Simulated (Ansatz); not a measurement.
Consider the ligand exchange at the Si–C bond: `C=C[SiH2]S` + `OCS` → `OCS[SiH2]S` + `C=C`.

Program: Ansatz. Geometries: PBE0-D4/def2-TZVP. ΔE: electronic, gas phase. CBS: MP2 limit from def2 TZ/QZ plus the TZ coupled-cluster correction, frozen cores. This one scheme is used for every species. DFT in def2-TZVPP. B3LYP here is the variant with VWN-RPA as its local correlation; programs differ in this. One conformer a species, not always the lowest.

`C=C[SiH2]S`:

Cartesian coordinates in Å:
```
C -0.184 1.616 0.657
C 0.604 0.614 0.277
Si -0.018 -1.127 0.135
S 0.195 -1.895 -1.852
H -1.229 1.454 0.911
H 0.174 2.639 0.735
H 1.641 0.828 0.027
H -1.437 -1.138 0.579
H 0.780 -2.076 0.951
H -0.525 -0.914 -2.421
```

`OCS`:

```xyz
7

O    -1.094   -0.553    0.205
C     0.139   -0.127   -0.316
S     1.306    0.190    1.009
H    -1.704   -0.674   -0.530
H     0.620   -0.903   -0.924
H     0.032    0.775   -0.926
H     0.700    1.290    1.482
```

`OCS[SiH2]S`:

```xyz
11

O    -0.434    0.275    2.071
C     0.337    1.036    1.216
S    -0.543    1.593   -0.314
Si   -0.194   -0.113   -1.506
S    -0.930   -1.874   -0.495
H    -0.629   -0.565    1.633
H     1.258    0.532    0.903
H     0.601    1.958    1.734
H    -0.905    0.111   -2.786
H     1.251   -0.366   -1.741
H     0.187   -2.587   -0.714
```

`C=C`:

```xyz
6

C    -0.044   -0.367   -0.549
C     0.044    0.366    0.549
H    -0.727   -0.111   -1.352
H     0.565   -1.253   -0.691
H     0.727    0.111    1.351
H    -0.565    1.253    0.692
```

| level | ΔE (kJ/mol) | difference from CCSD(T)/CBS |
| --- | --- | --- |
| PBE-D4 | -78.0 | -7.6 |
| r2SCAN-D4 | -75.8 | -5.4 |
| PBE0-D4 | -74.8 | -4.4 |
| B3LYP-D4 | -72.6 | -2.2 |
| ωB97X-V | -67.9 | 2.5 |
| ωB97M-V | -69.3 | 1.1 |
| B2PLYP | -67.0 | 3.4 |
| PBE | -73.2 | -2.8 |
| r2SCAN | -74.6 | -4.2 |
| PBE0 | -70.4 | 0.0 |
| B3LYP | -64.6 | 5.8 |
| HF/def2-TZVPP | -54.3 | 16.1 |
| MP2/def2-TZVPP | -70.7 | -0.3 |
| SCS-MP2/def2-TZVPP | -65.3 | 5.1 |
| CCSD/def2-TZVPP | -63.0 | 7.4 |
| CCSD(T)/def2-TZVPP | -67.0 | 3.4 |
| HF/def2-QZVPP | -53.2 | 17.2 |
| MP2/def2-QZVPP | -72.3 | -1.9 |
| SCS-MP2/def2-QZVPP | -66.8 | 3.6 |
| HF/CBS(def2) | -53.1 | 17.3 |
| MP2/CBS(def2) | -74.2 | -3.8 |
| CCSD/CBS(def2) | -66.5 | 3.9 |
| CCSD(T)/CBS | -70.4 | 0 |

Largest T1 diagnostic among the species: 0.012.

The D4 term adds −8.1 kJ/mol with B3LYP and −4.4 kJ/mol with PBE0; it sums over pairs of atoms, weighted by their polarisabilities, and B3LYP, whose exchange is more repulsive, gets the larger term. In def2-TZVPP, CCSD(T) changes the Hartree–Fock value by −12.6 kJ/mol (the triples alone add −4.0 kJ/mol) and MP2 by −16.4 kJ/mol.
